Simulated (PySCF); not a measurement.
C₇H₉O, SMILES Cc1ccc([OH2+])cc1, charge +1. Atoms are numbered in the order given.

```xyz
17

C      2.9011     0.1306     0.3646
C      1.4161     0.0748     0.1901
C      0.7458     1.0561    -0.5560
C     -0.6321     1.0065    -0.7528
C     -1.3009    -0.0540    -0.1756
O     -2.7578    -0.0931    -0.3866
C     -0.7117    -1.0546     0.5737
C      0.6672    -0.9725     0.7494
H      3.2220    -0.3873     1.2782
H      3.2636     1.1669     0.4031
H      3.4008    -0.3604    -0.4869
H      1.3108     1.8822    -0.9938
H     -1.1586     1.7678    -1.3310
H     -3.2952     0.0208     0.4217
H     -3.0781    -0.8516    -0.9130
H     -1.2859    -1.8731     1.0148
H      1.1701    -1.7425     1.3388
```
Charge +1, spin multiplicity 1.

Geometry: PBE0-D3(BJ)/def2-SVP. The isomer is the one that the SMILES or the coordinates give; other isomers of the formula were not compared.

Calculation: PBE/def2-SVP (PySCF).

ESP charges are fitted to the potential on shells at 1.4 to 2.0 van der Waals radii. Atomic charges (e):

```csv
atom,Mulliken,ESP fit
C1,0.03,-0.50
C2,-0.03,0.20
C3,-0.01,-0.15
C4,0.06,-0.24
C5,0.05,0.38
O6,0.00,-0.50
C7,0.03,-0.41
C8,-0.01,-0.03
H9,0.06,0.16
H10,0.06,0.17
H11,0.09,0.18
H12,0.04,0.18
H13,0.04,0.20
H14,0.27,0.50
H15,0.27,0.50
H16,0.02,0.21
H17,0.03,0.16
```

Computed Mayer and Wiberg (Löwdin basis) orders of the bonds:
| bond | Mayer | Wiberg |
|---|---|---|
| C1–C2 | 1.08 | 1.07 |
| C2–C3 | 1.37 | 1.41 |
| C3–C4 | 1.37 | 1.46 |
| C4–C5 | 1.38 | 1.45 |
| C5–O6 | 0.73 | 0.92 |
| C5–C7 | 1.35 | 1.45 |
| C2–C8 | 1.37 | 1.41 |
| C7–C8 | 1.38 | 1.46 |
| C1–H9 | 0.95 | 0.94 |
| C1–H10 | 0.95 | 0.94 |
| C1–H11 | 0.93 | 0.93 |
| C3–H12 | 0.98 | 0.92 |
| C4–H13 | 0.98 | 0.92 |
| O6–H14 | 0.92 | 1.02 |
| O6–H15 | 0.92 | 1.02 |
| C7–H16 | 0.98 | 0.92 |
| C8–H17 | 0.97 | 0.92 |
